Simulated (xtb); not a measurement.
Al(F)(OH)2 (AlFH2O2), SMILES [OH][Al]([F])[OH]. All values are semi-empirical tight-binding results from xtb (GFN2-xTB unless named), good for trends rather than for accurate numbers. Coordinates come from a GFN2-xTB optimisation. Other conformers were not sampled.

Optimised geometry:

```xyz
6

Al     0.0019    -0.0005     0.0000
F     -1.6429     0.1068     0.0000
O      0.6263    -1.5211     0.0000
H      1.4489    -1.9899     0.0000
O      0.9348     1.3625     0.0000
H      0.8229     2.3031     0.0000
```

For metal compounds this method's bond lengths and energies can be far off.

- point group as xtb finds it: Cs
- orbital gap: 5.59 eV
- zero-point energy: 17.4 kcal/mol
- G − E(el) at 298.15 K (modified RRHO): -0.5 kcal/mol

Task: Give the atomic charges and the Wiberg bond orders between heavy atoms. (Estimate from the structure and the level; the computed values follow.)

Result: charges (e) Al1 0.50, F2 -0.26, O3 -0.44, H4 0.33, O5 -0.46, H6 0.33. Bond orders Al1–F2 1.20, Al1–O3 1.37, Al1–O5 1.35.
